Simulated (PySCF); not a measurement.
Species: Ge(tBu)H3, C₄H₁₂Ge.
Cartesian coordinates in Å at the PBE0-D3(BJ)/def2-SVP level; atoms count from 1:
```xyz
17
C4H12Ge angstrom
Ge     0.0160    0.0124   -1.8397
C     -0.0040   -0.0013    0.1425
C     -1.4430    0.1787    0.6243
C      0.8677    1.1472    0.6499
C      0.5514   -1.3389    0.6304
H     -1.4815    0.1694    1.7286
H     -1.8725    1.1359    0.2881
H     -2.1016   -0.6294    0.2666
H      0.4924    2.1273    0.3142
H      1.9120    1.0523    0.3113
H      0.8791    1.1604    1.7548
H      1.5881   -1.5010    0.2941
H     -0.0539   -2.1888    0.2768
H      0.5543   -1.3722    1.7348
H      1.4683   -0.0793   -2.3541
H     -0.6184    1.3153   -2.3726
H     -0.7827   -1.1884   -2.3896
```

A calculation gives these core lines: C 1s: 290.28 (area 1), 290.47 (area 3) eV.

Computed with PySCF 2.14.0, delta-SCF UKS SCAN, pcX-2 on the ionised atom, pcseg-1 elsewhere, spin-free X2C. Geometry: PBE0-D3(BJ)/def2-SVP; no solvent, vibrations or thermal averaging.

Question: Order the carbon atoms by C 1s binding energy.

Answer: 290.28 eV: C2 (carbon bonded to 3 C and Ge); 290.47 eV: C3/C4/C5 (carbon bonded to C and 3 H). The 2 C 1s values lie within 0.19 eV of each other; Gaussian lines of 0.5 eV full width would blend them into one maximum.

Bonded neighbours of each site: C2: 3 C and Ge; C3/C4/C5: C and 3 H.

Question: Which photon wavelength matches the C 1s of C2 threshold?

Answer: λ = hc/E = 12398.42 eV Å / 290.28 eV = 42.712 Å.

Atoms equivalent by their bonding share one computed value, that of the first of them. No level of germanium is listed.
